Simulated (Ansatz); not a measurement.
`[NH2][GaH][Br]` + `[CH3][Zn][F]` → `[F][GaH][Br]` + `[CH3][Zn][NH2]`  (redistribution)

Program: Ansatz. Geometries: PBE0-D4/def2-TZVP. ΔE: electronic, gas phase. CCSD(T)/CBS adds triple-zeta CCSD(T) − MP2 to the extrapolated MP2 energy (def2 sets, frozen cores). Functionals use def2-TZVPP. For Br, Ga, Zn outer-core shells are correlated without core-valence functions, which leaves a few kJ/mol of doubt a bond. Scalar relativity is left out up to krypton. Each species was taken in one conformer, which may not be the lowest.

```csv
level,ΔE (kcal/mol)
r2SCAN-D4,7.2
PBE0,7.3
```

(1) What does CCSD(T)/CBS give? (An estimate is asked.)

Largest T1 diagnostic among the species: 0.016.

Answers

(1) Ansatz gave: +9.1 kcal/mol. The listed levels differ from it by -1.9, -1.8 kcal/mol.

From BLYP to BHLYP (50 % exact exchange), in def2-TZVPP and without D4, ΔE moves by +1.1 kcal/mol. Leaving LDA and LC-ωPBE aside and taking each functional with its dispersion term where it has one, the values, not all of them listed here, spread over 1.3 kcal/mol, from PBE-D4 to BHLYP-D4. In def2-TZVPP, CCSD(T) changes the Hartree–Fock value by −1.6 kcal/mol (the triples alone add −0.4 kcal/mol) and MP2 by −2.1 kcal/mol.
